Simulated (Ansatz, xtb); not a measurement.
## Two isomers of GeH7NSi2

We compare X, `[SiH3][SiH2][NH][GeH]`, a singlet, with Y, `[SiH3][NH][Ge][SiH3]`, a singlet. Both are isolated molecules in the gas phase, relaxed with PBE0-D4/def2-SVP; the shapes shown needn't be the lowest conformers.

X (Å):

```xyz
11

Ge   -1.3064   -2.3475   -0.0232
N    -0.7119   -0.6803    0.4808
Si    1.9005    1.2517   -0.4502
Si   -0.3705    0.6685   -0.5924
H     2.2532    1.5704    0.9701
H     2.7499    0.1032   -0.8958
H     2.2172    2.4452   -1.2958
H    -0.7104    0.2116   -1.9740
H    -1.2103    1.8642   -0.2578
H    -0.5363   -0.5203    1.4710
H    -1.2974   -2.9042    1.4822
```

Y (Å):

| atom | x (Å) | y (Å) | z (Å) |
| --- | --- | --- | --- |
| Ge | 0.5559 | 1.2244 | -1.5674 |
| N | -1.0275 | 1.6426 | -0.7263 |
| Si | -1.2894 | 3.0309 | 0.3170 |
| Si | -0.3525 | -0.8229 | -2.6459 |
| H | -1.7000 | 2.6068 | 1.6913 |
| H | 0.0027 | 3.7724 | 0.3795 |
| H | -2.3618 | 3.9225 | -0.2238 |
| H | -1.8314 | 1.0312 | -0.8643 |
| H | -1.8008 | -1.0504 | -2.3063 |
| H | -0.2450 | -0.7436 | -4.1404 |
| H | 0.4090 | -2.0435 | -2.2189 |

Quicker runs give these differences E(Y) − E(X): GFN2-xTB −0.245 eV; HF/STO-3G −0.224 eV (at GFN2-xTB geometries); r2SCAN-D4/def2-SVP −0.146 eV (at GFN2-xTB geometries).

Task: Estimate E(Y) − E(X) at the level CCSD(T)/def2-SVP + ΔMP2/def2-TZVPP.

Result: Calculated at CCSD(T)/def2-SVP + ΔMP2/def2-TZVPP: E(Y) − E(X) = −0.160 eV, so structure Y lies lower.

The same difference at several levels:

```csv
level,geometry,E(Y) − E(X) (eV),departure from the last row (eV),"job, with rough time for the two"
GFN2-xTB,GFN2-xTB,−0.245,−0.085,"optimisation, 0.29 s"
HF/STO-3G,GFN2-xTB,−0.224,−0.064,"single point, 0.54 s"
r2SCAN-D4/def2-SVP,GFN2-xTB,−0.146,+0.014,"single point, 4.8 s"
PBE0-D4/def2-SVP,PBE0-D4/def2-SVP,−0.121,+0.039,"optimisation, 90 s"
HF/def2-SVP,PBE0-D4/def2-SVP,−0.118,+0.042,part of the CCSD(T) run
MP2/def2-SVP,PBE0-D4/def2-SVP,−0.147,+0.013,part of the CCSD(T) run
CCSD(T)/def2-SVP,PBE0-D4/def2-SVP,−0.131,+0.030,single point
CCSD(T)/def2-SVP + ΔMP2/def2-TZVPP,PBE0-D4/def2-SVP,−0.160,,"single point, 39 s"
```

As drawn, Y has 1 Ge–Si, 1 Si–H in place of 1 Si–Si, 1 Ge–H.

The levels shown agree on the order. The largest departure from CCSD(T)/def2-SVP + ΔMP2/def2-TZVPP is that of GFN2-xTB, 0.085 eV. A small imaginary or near-zero mode remains, so no thermal terms are given. The last row adds to CCSD(T) the change of the MP2 difference between the two basis sets, here −0.030 eV.

The correlated steps freeze 20 core orbitals; the filled d shell of Ge is correlated, in a basis made for valence electrons. Run with Ansatz 0.2.0, xtb 6.7.1; the last row on 2 threads of Arm Neoverse V2 on a shared host.
